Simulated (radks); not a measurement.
Radial electron density D(r) = 4 pi r^2 rho(r) of an atom or ion with 2 electrons. Calculated with a radial shooting solver on a logarithmic mesh with Libxc functionals: non-relativistic Kohn-Sham, OLYP, spin-unpolarised, spherical densities, point nucleus.

```
   r/bohr * D(r) (the largest magnitude, 2.69, reaches the edge; | marks zero)
  0.01353 | *
  0.01639 | *
  0.01986 |  *
  0.02426 |    *
  0.02939 |     *
   0.0359 |        *
  0.04349 |           *
  0.05312 |                *
  0.06437 |                     *
  0.07799 |                           *
  0.09526 |                                  *
   0.1154 |                                         *
    0.141 |                                                *
   0.1708 |                                                    *
    0.207 |                                                      *
   0.2528 |                                                    *
   0.3063 |                                              *
   0.3741 |                                     *
   0.4533 |                             *
   0.5493 |                      *
   0.6709 |                  *
   0.8129 |                *
   0.9929 |               *
    1.203 |              *
    1.469 |          *
     1.78 |      *
    2.157 |  *
    2.635 |*
    3.193 *
      3.9 *
    4.725 *
```

What is the nuclear charge?

Answer. Z = 5. The innermost maximum, from 1s, lies near 1/Z = 0.2 bohr (found: 0.207), and its height grows with Z. The density is that of the boron ion B3+ in 1s1 2p1; the configuration itself is not fixed sharply by these data. D(r) has 1 maximum, at r = 0.207 bohr.
